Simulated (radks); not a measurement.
Values are calculated unless marked as measured or tabulated.
Valence configurations of the gold ion Au+ (all share [Xe]). Code: a radial shooting solver on a logarithmic mesh with Libxc functionals. Model: Dirac Kohn-Sham, PBE, spin-unpolarised, spherical densities, point nucleus; open shells are shared between the two j in proportion to 2j + 1. Energies are relative to 4f14 5d10; eigenvalues in eV.

[
 {"valence": "4f14 5d10", "E (eV)": "0.000", "e(4f5/2)": "-91.467", "e(4f7/2)": "-87.656", "e(5d3/2)": "-16.299", "e(5d5/2)": "-14.731", "e(6p1/2)": "-"},
 {"valence": "4f14 5d8 6s2", "E (eV)": "6.710", "e(4f5/2)": "-98.452", "e(4f7/2)": "-94.639", "e(5d3/2)": "-21.200", "e(5d5/2)": "-19.452", "e(6p1/2)": "-"},
 {"valence": "4f14 5d8.5 6s1.5", "E (eV)": "4.555", "e(4f5/2)": "-96.616", "e(4f7/2)": "-92.803", "e(5d3/2)": "-19.927", "e(5d5/2)": "-18.225", "e(6p1/2)": "-"},
 {"valence": "4f13 5d10 6p1", "E (eV)": "89.958", "e(4f5/2)": "-108.29", "e(4f7/2)": "-104.35", "e(5d3/2)": "-21.718", "e(5d5/2)": "-19.888", "e(6p1/2)": "-9.229"},
 {"valence": "4f13 5d10 6s1", "E (eV)": "82.838", "e(4f5/2)": "-106.49", "e(4f7/2)": "-102.56", "e(5d3/2)": "-20.011", "e(5d5/2)": "-18.203", "e(6p1/2)": "-"},
 {"valence": "4f14 5d9 6p1", "E (eV)": "9.736", "e(4f5/2)": "-96.592", "e(4f7/2)": "-92.780", "e(5d3/2)": "-20.335", "e(5d5/2)": "-18.655", "e(6p1/2)": "-9.172"},
 {"valence": "4f13 5d9.5 6s1 6p0.5", "E (eV)": "88.886", "e(4f5/2)": "-109.27", "e(4f7/2)": "-105.34", "e(5d3/2)": "-22.198", "e(5d5/2)": "-20.333", "e(6p1/2)": "-9.151"},
 {"valence": "4f13 5d8 6p3", "E (eV)": "119.79", "e(4f5/2)": "-119.30", "e(4f7/2)": "-115.36", "e(5d3/2)": "-30.053", "e(5d5/2)": "-27.995", "e(6p1/2)": "-12.345"},
 {"valence": "4f14 5d9 6s1", "E (eV)": "2.727", "e(4f5/2)": "-94.836", "e(4f7/2)": "-91.024", "e(5d3/2)": "-18.684", "e(5d5/2)": "-17.027", "e(6p1/2)": "-"},
 {"valence": "4f12 5d10 6p2", "E (eV)": "195.59", "e(4f5/2)": "-126.00", "e(4f7/2)": "-121.94", "e(5d3/2)": "-27.488", "e(5d5/2)": "-25.393", "e(6p1/2)": "-10.928"}
]

NIST lists [Xe] 4f14 5d10 as the ground configuration; this level of theory agrees among the configurations tried. The energies are those of spherical spin-averaged densities, not of single terms.
